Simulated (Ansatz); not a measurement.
C₂H₁₀BN₃, SMILES `CN(C)B(N)N` at its PBE0-D4/def2-TZVP geometry, where that method's forces vanish. Total charge 0; spin multiplicity 1.

```xyz
16

C     0.1864   -1.2148   -1.2551
N    -0.2079   -0.1029   -0.4365
C    -1.2609    0.6836   -1.0146
B     0.3913    0.1935    0.8272
N    -0.2172    1.1374    1.7123
N     1.6055   -0.4512    1.2205
H    -0.6886   -1.8018   -1.5661
H     0.8431   -1.8874   -0.7032
H     0.7039   -0.8969   -2.1727
H    -1.3991    1.6119   -0.4600
H    -1.0205    0.9596   -2.0505
H    -2.2204    0.1457   -1.0387
H    -1.1929    1.3653    1.6735
H     0.2092    1.3917    2.5839
H     2.2495   -0.8432    0.5594
H     2.0186   -0.2906    2.1204
```

**Question.** What forces (eV/Å) does ωB97M-V/def2-TZVPP give on these atoms in the Gaussian-basis code of Ansatz? (Estimate.)

**Answer.** Computed: 
```
C1   0.089 -0.250 -0.193
N2   0.076  0.035  0.156
C3  -0.244  0.176 -0.135
B4  -0.024 -0.012 -0.045
N5  -0.069  0.097  0.093
N6   0.130 -0.065  0.035
H7   0.065  0.048  0.026
H8  -0.050  0.045 -0.049
H9  -0.043 -0.023  0.077
H10  0.005 -0.067 -0.050
H11 -0.016 -0.023  0.080
H12  0.080  0.041  0.003
H13  0.020  0.004  0.007
H14 -0.011 -0.009 -0.009
H15 -0.007  0.002  0.020
H16 -0.001  0.003 -0.016
```
